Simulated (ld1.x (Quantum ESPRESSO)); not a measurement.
## Varying the TM potential for phosphorus (P)

Base potential:

P (Z = 15), norm-conserving Troullier–Martins (Kleinman–Bylander form), made with ld1.x (Quantum ESPRESSO) 7.5 (PBE, scalar-relativistic). Core [Ne], reference 3s1.75 3p3.25. Waves: 3s (bound): rc 1.30 bohr; 3p (bound): rc 1.80 bohr; 3d channel at 0.4 Ry: rc 2.00 bohr. Local part: the d channel. Core correction: a·sin(br)/r model core inside 1.35 bohr.

Cutoffs, loose and tight: the cutoffs (Ry, on a coarse ladder) from which the occupation-weighted sum of valence levels, in a spherical-Bessel basis at the reference potential, stays within 10 and 1 mRy of its value at 400 Ry. They do not see the model core or the augmentation charge, which bear on the density cutoff. Test errors are all-electron minus pseudo excitation energies from the reference, over the configurations 3s2 3p3; 3s2 3p2; 3s2 3p1; 3s2 3p2.5; 3s1 3p3; 3s2 3p3.3; 3s0 3p5. A dash means not determined; rows that change the core or the reference have their own tests.

A true bound ghost makes a file unfit for plane-wave use even where its test errors are small: the radial tests pick states by their node count and pass the ghost by.

```tsv
change	outcome	cutoff, loose	cutoff, tight	bound ghosts	largest test error (meV)
base	generated	35 Ry	80 Ry	none	+17
wave 3d channel at 0.4 Ry: rc 2.00 bohr becomes 3d channel at -0.16 Ry: rc 2.00 bohr	generated	35 Ry	80 Ry	none	+18
wave 3d channel at 0.4 Ry: rc 2.00 bohr becomes 3d channel at -0.07 Ry: rc 2.00 bohr	generated	35 Ry	80 Ry	none	+18
wave 3d channel at 0.4 Ry: rc 2.00 bohr becomes 3d channel at 0.01 Ry: rc 2.00 bohr	generated	35 Ry	80 Ry	none	+17
wave 3d channel at 0.4 Ry: rc 2.00 bohr becomes 3d channel at 0.3 Ry: rc 2.00 bohr	generated	35 Ry	80 Ry	none	+17
wave 3d channel at 0.4 Ry: rc 2.00 bohr becomes 3d channel at 0.51 Ry: rc 2.00 bohr	generated	35 Ry	80 Ry	none	+16
wave 3d channel at 0.4 Ry: rc 2.00 bohr becomes 3d channel at 1.17 Ry: rc 2.00 bohr	generated	35 Ry	80 Ry	none	+14
```

Task: What comes out with this change to the base: wave 3d channel at 0.4 Ry: rc 2.00 bohr becomes 3d channel at 2.2 Ry: rc 2.00 bohr?

Result: outcome: generated; cutoff, loose: 30 Ry; cutoff, tight: 80 Ry; bound ghosts: none; largest test error (meV): +29.

Task: What comes out with this change to the base: wave 3d channel at 0.4 Ry: rc 2.00 bohr becomes 3d channel at 5.89 Ry: rc 2.00 bohr?

Result: outcome: generated; cutoff, loose: 35 Ry; cutoff, tight: 70 Ry; bound ghosts: s, p; largest test error (meV): -80.
